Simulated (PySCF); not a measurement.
## Electronic absorption of C5H9NOSi

Species: C5H9NOSi.
SMILES with atom numbers: `[CH3:1][C@:2]1([C:3]#[N:4])[CH2:5][CH2:6][SiH2:7][O:8]1` (hydrogens: H9, H10, H11 on C1; H12, H13 on C5; H14, H15 on C6; H16, H17 on Si7)

Structure used (PBE0-D3(BJ)/def2-SVP), in Å, numbered top down from 1:
```
atom  x, y, z in Å
C1    -1.7846   -0.1291    0.5869
C2    -0.3356   -0.4350    0.2446
C3     0.0046   -1.8111    0.6877
N4     0.3016   -2.8762    1.0289
C5     0.6631    0.5499    0.8979
C6     1.9993    0.4396    0.1545
Si7    1.4014    0.1131   -1.6072
O8    -0.1636   -0.3593   -1.1570
H9    -1.9503   -0.1776    1.6726
H10   -2.0260    0.8810    0.2268
H11   -2.4502   -0.8482    0.0911
H12    0.7522    0.3570    1.9781
H13    0.2379    1.5598    0.7754
H14    2.5817   -0.4233    0.5167
H15    2.6217    1.3374    0.2756
H16    2.1153   -0.9769   -2.3286
H17    1.3136    1.3191   -2.4796
```

The calculation used PySCF 2.14.0, density-fitted response routines, TDDFT wB97X-D/def2-SVPD, vertical, gas phase, core orbitals frozen in the response.

Problem. Predict the UV-vis stick spectrum at this level.

Solution. 

| state | E (eV) | E (hartree) | f | main configurations (H = HOMO, L = LUMO) |
| --- | --- | --- | --- | --- |
| S1 | 7.39 | 0.2714 | 0.0033 | H→L (89%) |
| S2 | 7.58 | 0.2786 | 0.0004 | H-2→L+2 (23%), H-2→L (17%), H-2→L+3 (10%) |
| S3 | 7.92 | 0.2911 | 0.026 | H-1→L (87%) |
| S4 | 8.00 | 0.2940 | 0.0013 | H-3→L+2 (23%), H→L+2 (20%), H-2→L+3 (10%) |
| S5 | 8.03 | 0.2950 | 0.0089 | H-3→L+3 (18%), H-2→L+2 (15%), H→L+3 (10%) |
| S6 | 8.27 | 0.3038 | 0.025 | H→L+1 (68%), H→L+5 (8%) |

The lowest singlet lies at 7.39 eV (168 nm, vacuum ultraviolet) and is very weak; its leading configuration is HOMO→LUMO (89%). The largest oscillator strength of a single state is 0.026. Löwdin shares by element: HOMO oxygen 45%, hydrogen 17% or more, silicon 14% (atoms not listed hold the other 23%); LUMO silicon 32%, hydrogen 20% or more, oxygen 12% (atoms not listed hold the other 36%). The oscillator strengths of these states sum to 0.065; summed over the whole spectrum of an exact calculation they would give the number of electrons, 68 (Thomas–Reiche–Kuhn). Of the 6 states listed, 2 reach f = 0.01 and 1 stays under 0.0005. The listed states span 0.88 eV, and the widest gap between neighbours is 0.34 eV (S2 to S3). No computed singlet lies in the visible range (380 to 750 nm); the lowest, at 168 nm, stands 4.12 eV above its violet end (3.26 eV). The window holds the lowest 6 singlets.

One conformer stands for the species.
